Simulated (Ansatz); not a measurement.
C4H6 (SMILES [CH2]C([CH2])=C): geometry of the low-spin state from B3LYP-D3(BJ)/def2-TZVP.
(charge 0, multiplicity 1):
| atom | x (Å) | y (Å) | z (Å) |
|---|---|---|---|
| C | -0.6514 | 1.2396 | -0.0475 |
| C | -0.0232 | 0.0010 | -0.0003 |
| C | 1.4307 | -0.0646 | 0.0173 |
| C | -0.7614 | -1.1759 | 0.0304 |
| H | -1.7297 | 1.3148 | -0.0613 |
| H | -0.0823 | 2.1582 | -0.0715 |
| H | 1.9396 | -1.0166 | 0.0538 |
| H | 2.0240 | 0.8377 | -0.0060 |
| H | -1.8421 | -1.1536 | 0.0182 |
| H | -0.2781 | -2.1419 | 0.0671 |

Codes used: Ansatz (an electronic-structure program) with Gaussian orbitals. 

Broken-symmetry (BS) and triplet (T) solutions at this geometry:

| level | E(BS) (hartree) | ⟨S²⟩ BS | E(T) (hartree) | ⟨S²⟩ T |
|---|---|---|---|---|
| U-PBE/def2-TZVPP | -155.748015 | 1.006 | -155.760525 | 2.020 |
| U-B3LYP/def2-TZVPP | -155.975588 | 1.010 | -155.991855 | 2.032 |
| U-PBE0/def2-TZVPP | -155.768561 | 1.015 | -155.787118 | 2.044 |
| U-wB97X-V/def2-TZVPP | -155.909814 | 1.016 | -155.929953 | 2.048 |

Task: Give the raw gap E(BS) − E(T) and the gap after approximate spin projection, (E_BS − E_T)⟨S²⟩_T/(⟨S²⟩_T − ⟨S²⟩_BS).

Result: 
- U-PBE/def2-TZVPP: raw 7.8, projected 15.6 kcal/mol
- U-B3LYP/def2-TZVPP: raw 10.2, projected 20.3 kcal/mol
- U-PBE0/def2-TZVPP: raw 11.6, projected 23.1 kcal/mol
- U-wB97X-V/def2-TZVPP: raw 12.6, projected 25.1 kcal/mol
The rule takes the triplet as the only contaminant. For comparison FIC-MRCISD+Q on SA-CASSCF(4,4)/cc-pVDZ gives 19.7 kcal/mol at this geometry.
